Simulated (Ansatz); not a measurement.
`C=C[Si](O)(O)O[SiH3]` and `C=C[Si](O)(O)C=C` differ in one atom or group.

Ansatz, PBE0-D4/def2-TZVP geometries, multiplicity 1. Each molecule was computed in one conformer, which needn't be the lowest.

```csv
property,`C=C[Si](O)(O)O[SiH3]`
size of the dipole moment (PBE/def2-TZVPP) / D,1.18
HOMO–LUMO gap (ωB97M-V/def2-TZVPP) / eV,11.93
LUMO energy (PBE/def2-TZVPP) / eV,-1.45
HOMO energy (B3LYP/def2-TZVPP) / eV,-7.79
HOMO energy (ωB97M-V/def2-TZVPP) / eV,-10.33
HOMO–LUMO gap (PBE/def2-TZVPP) / eV,5.43
```

Question: What does the change do to each property? (Estimate.)

Answer: The calculation gave: 
| property | `C=C[Si](O)(O)C=C` | shift |
| --- | --- | --- |
| size of the dipole moment (PBE/def2-TZVPP) / D | 0.44 | -0.74 |
| HOMO–LUMO gap (ωB97M-V/def2-TZVPP) / eV | 11.73 | -0.20 |
| LUMO energy (PBE/def2-TZVPP) / eV | -1.46 | -0.01 |
| HOMO energy (B3LYP/def2-TZVPP) / eV | -7.61 | 0.18 |
| HOMO energy (ωB97M-V/def2-TZVPP) / eV | -10.13 | 0.20 |
| HOMO–LUMO gap (PBE/def2-TZVPP) / eV | 5.23 | -0.20 |

Dipoles are sizes alone; their direction can turn.

B3LYP here is the variant with VWN-RPA as its local correlation; programs differ in this.
